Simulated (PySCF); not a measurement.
BH₄O₄, SMILES [B-](O)(O)(O)O, charge -1. Atoms are numbered in the order given.

```xyz
9

O      1.1256    -0.5349    -0.7970
B      0.0000     0.0000     0.0000
O     -0.5349    -1.1256     0.7970
O      0.5349     1.1256     0.7970
O     -1.1256     0.5349    -0.7970
H      0.8877    -1.4330    -1.0322
H     -1.4330    -0.8877     1.0322
H      1.4330     0.8877     1.0322
H     -0.8877     1.4330    -1.0322
```
Charge -1, spin multiplicity 1.

Geometry: PBE0-D3(BJ)/def2-SVPD. Other conformers were not sampled.

Two levels are set side by side: PBE/pcSseg-1 (PySCF) and KT2/pcSseg-1 (PySCF). GIAO shifts against BF3 (¹¹B), H2O (¹⁷O), TMS (¹H) at the same level; non-relativistic, no solvent, atoms listed together averaged. Differences are taken from unrounded values.

```tsv
quantity	KT2
δ(¹⁷O) of O1, O3, O4, O5 (ppm)	59.7
δ(¹¹B) of B2 (ppm)	-9.1
δ(¹H) of H6, H7, H8, H9 (ppm)	-1.16
```

Task: What does PBE give, and how far is it from KT2? (An estimate is asked for; the answer gives what the named calculation found.)

Result: 
```csv
quantity,PBE,PBE minus KT2
"δ(¹⁷O) of O1, O3, O4, O5 (ppm)",64.7,5.0
δ(¹¹B) of B2 (ppm),-10.5,-1.4
"δ(¹H) of H6, H7, H8, H9 (ppm)",-1.06,0.10
```

Rough cost on one machine, each run with all the roots and properties that it gave: KT2 against PBE within a factor of 2.
